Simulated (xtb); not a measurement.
xtb input (GFN1-xTB):

```bash
xtb mol.xyz --gfn 1 --opt tight --chrg 0 --uhf 0
```
mol.xyz:
```
12

C     -3.60872992     0.37187954     0.00800781
C     -2.62635493    -0.31589583     0.12778127
Si    -1.15082436    -1.36953660     0.31196453
C      0.35405867    -0.36732245     0.06800170
C      1.36070738     0.29093711    -0.09266552
Si     2.87175193     1.28928408    -0.33596998
H     -4.47457956     0.98091774    -0.09814993
H     -1.18758862    -2.44545067    -0.69842635
H     -1.13163705    -1.95344951     1.66788120
H      4.05791850     0.41997555    -0.18327092
H      2.85442206     1.87589739    -1.69288358
H      2.91039137     2.36805455     0.67417421
```

End of the output:

```
   6 C    6 C           2     1.2218616     1.2309501     1.2127731
   1 H   14 Si          5     1.4496646     1.4504236     1.4485631

optimized geometry written to: xtbopt.xyz

           -------------------------------------------------
          | TOTAL ENERGY              -15.292765101149 Eh   |
          | GRADIENT NORM               0.000170140614 Eh/α |
          | HOMO-LUMO GAP               4.406906363976 eV   |
           -------------------------------------------------

------------------------------------------------------------------------
------------------------------------------------------------------------
 total:
 SCF:
 ANC optimizer:
```
